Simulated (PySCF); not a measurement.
**Computed NMR parameters against published values**

Bonds (- single, = double, # triple, : aromatic): F1-C2 1.339 Å, C2-F3 1.337 Å, C2-F4 1.336 Å, C2-C5 1.503 Å, C5:C6 1.395 Å, C6:C7 1.393 Å, C7:C8 1.393 Å, C8:C9 1.395 Å, C9:C10 1.392 Å, C10:C5 1.396 Å. C6 carries H11; C7 carries H12; C8 carries H13; C9 carries H14; C10 carries H15.

What is known from experiment: δ ¹⁹F F1/F3/F4 -63.7 ppm (measured; University of Colorado NMR facility, 19F NMR Reference Standards).
δ ¹⁹F F1/F3/F4 -63.2 ppm (measured; G. Saielli, R. Bini, A. Bagno, Computational 19F NMR. 2. Organic compounds, RSC Adv. 2014, ESI (exp. from Berger-Braun-Kalinowski 1994 and Everett 1995)).

One computed conformer, averaged over atoms made equivalent by symmetry, fast rotation or ring inversion, no relativistic terms, no solvent model. NMR shieldings at B3LYP/pcSseg-1/GIAO; PBE0-D3(BJ)/def2-SVP structure; PySCF 2.14.0 with density-fitted response routines.

Problem. Set the calculated values beside the experiment.

Solution. 
Reference values: measured (University of Colorado NMR facility, 19F NMR Reference Standards).
```json
{"atoms": "F1/F3/F4", "quantity": "δ ¹⁹F vs CFCl3", "reference": "-63.7", "computed": "-78.3"}
```

Reference values: measured (G. Saielli, R. Bini, A. Bagno, Computational 19F NMR. 2. Organic compounds, RSC Adv. 2014, ESI (exp. from Berger-Braun-Kalinowski 1994 and Everett 1995)).
| atoms | quantity | reference | computed |
| --- | --- | --- | --- |
| F1/F3/F4 | δ ¹⁹F vs CFCl3 | -63.2 | -78.3 |

Computed shifts are σ(ref) − σ with the named reference compound (TMS for H and C) calculated as an isolated molecule at the same level.

Problem. How far are the unscaled ¹⁹F shifts from the references?

Solution. Mean signed difference -14.85 ppm, mean absolute 14.85 ppm over 2 comparisons; the largest is -15.1 ppm at F1/F3/F4 (fluorine of a CF3 group).

2 of the 25 published NMR values on file for this molecule are compared. The rest: values from further sources.
